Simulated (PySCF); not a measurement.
C5H15NSSi2.
Geometry (GFN2-xTB, Å), atoms numbered from 1 in this order:
```xyz
24
C5H15NSSi2 angstrom
C     -2.7440   -0.9643   -0.2656
C     -1.9268   -1.0176    1.0210
Si    -0.0865   -0.5774    0.8175
S      0.6660   -1.8877   -0.7203
Si     2.5774   -1.0439   -1.2170
N      3.3818   -0.7316    0.2702
C      0.2614    1.2261    0.3930
C     -0.8120    2.2759    0.4589
C     -0.2724    1.8541   -0.8656
H     -3.7590   -1.3175   -0.0893
H     -2.8036    0.0510   -0.6511
H     -2.2889   -1.5960   -1.0248
H     -1.9905   -2.0266    1.4305
H     -2.3710   -0.3553    1.7655
H      0.6193   -0.8878    2.0695
H      2.4174    0.2497   -1.8654
H      3.1393   -2.0566   -2.1053
H      4.3131   -0.3498    0.2441
H      3.3066   -1.4087    1.0130
H      1.2512    1.5599    0.6830
H     -0.5473    3.2537    0.8342
H     -1.8118    1.9704    0.7273
H     -0.8968    1.2578   -1.5142
H      0.3653    2.5423   -1.4018
```

Definitions: NICS(0) = −σiso at the ring centroid; NICS(1) = −σiso and NICS(1)zz = −σzz at ±1 Å along the ring normal z. Level: GIAO PBE0/pcSseg-1 (PySCF, non-relativistic, gas phase) on the GFN2-xTB geometry, one conformer.

Ring bond lengths (Å), with Mayer bond orders in brackets: C7–C8 1.503 (0.96), C8–C9 1.491 (0.98), C9–C7 1.505 (0.95).

Problem. Give the NICS values of each ring in ppm.

Solution. 
```
    ring                                            type  NICS(0)  NICS(1), two faces  NICS(1)zz, two faces  rms pucker (Å)  centre to ring atoms, mean (Å)
C7–C8–C9  3-membered carbocycle; formal bonds all single    -44.8         -8.0 / -8.7         -24.0 / -25.5            0.00                            0.87
```

Problem. What can be read from them?

Solution. 
- C7–C8–C9: mean NICS(1)zz -24.8 ppm, shielded. C7, C8, C9 have four or more neighbours; no verdict on aromaticity is drawn. NICS(0) lies 36 ppm below the mean NICS(1).

Problem. At the second NICS(1) probe listed for ring C7–C8–C9, 1 Å off the ring, what do the in-plane components average?

Solution. The isotropic value is a third of the trace: (3 × -8.7 − (-25.5))/2 = -0.3 ppm.

Problem. What are the shieldings of the ring atoms and their hydrogens in the same run (means over atoms taken as equivalent)?

Solution. 
```json
{"atoms": "C7", "environment": "sp3 carbon bound to silicon", "σ isotropic (ppm)": "186.8", "principal values of the symmetric part, first atom (ppm)": "155.1, 179.5, 225.7"}
{"atoms": "C8", "environment": "three-membered-ring carbon", "σ isotropic (ppm)": "181.6", "principal values of the symmetric part, first atom (ppm)": "156.1, 176.2, 212.3"}
{"atoms": "C9", "environment": "three-membered-ring carbon", "σ isotropic (ppm)": "181.8", "principal values of the symmetric part, first atom (ppm)": "151.7, 176.6, 217.0"}
{"atoms": "H20", "environment": "methine hydrogen", "σ isotropic (ppm)": "31.16", "principal values of the symmetric part, first atom (ppm)": "23.3, 28.7, 41.5"}
{"atoms": "H21", "environment": "methylene hydrogen", "σ isotropic (ppm)": "30.92", "principal values of the symmetric part, first atom (ppm)": "24.4, 26.4, 42.0"}
{"atoms": "H22", "environment": "methylene hydrogen", "σ isotropic (ppm)": "31.23", "principal values of the symmetric part, first atom (ppm)": "23.9, 30.2, 39.6"}
{"atoms": "H23", "environment": "methylene hydrogen", "σ isotropic (ppm)": "31.22", "principal values of the symmetric part, first atom (ppm)": "25.6, 29.3, 38.8"}
{"atoms": "H24", "environment": "methylene hydrogen", "σ isotropic (ppm)": "31.03", "principal values of the symmetric part, first atom (ppm)": "25.6, 25.9, 41.6"}
```
